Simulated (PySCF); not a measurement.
# Al⁻ (aluminium, charge -1) across methods

[Ne] 3s2 3p2, high-spin 3P determinant. Computed with PySCF 2.14 in aug-cc-pVTZ-DK (6s5p3d2f, 50 functions), with scalar relativity by spin-free X2C-1e.

```
   method  E (hartree)  mean ε 3s α (eV)  mean ε 3s β (eV)  mean ε 3p α (eV)  Σ⟨r²⟩ (bohr²)   ⟨S²⟩
   M06-2X    -242.8013            -5.116            -4.041             0.437          76.17  2.002
     PBE0    -242.7116            -4.110            -2.931             0.810          74.19  2.005
CAM-B3LYP    -242.8240            -5.438            -4.173             0.128          73.87  2.005
    B3LYP    -242.8469            -3.969            -3.028             0.967          78.59  2.003
      UHF   -242.31496            -6.874            -4.533            -0.600          73.71  2.018
   r2SCAN    -242.7955            -3.245            -2.207             1.217          75.06  2.010
      LDA    -241.7677            -3.269            -2.455             1.255          80.50  2.001
   revPBE    -242.7792            -3.018            -2.136             1.344          77.15  2.004
      PBE    -242.6923            -3.084            -2.217             1.318          77.98  2.004
```

The highest occupied level is positive at M06-2X, PBE0, CAM-B3LYP, B3LYP, r2SCAN, LDA, revPBE, PBE: only the finite basis holds that electron, which in a density functional comes from self-interaction.
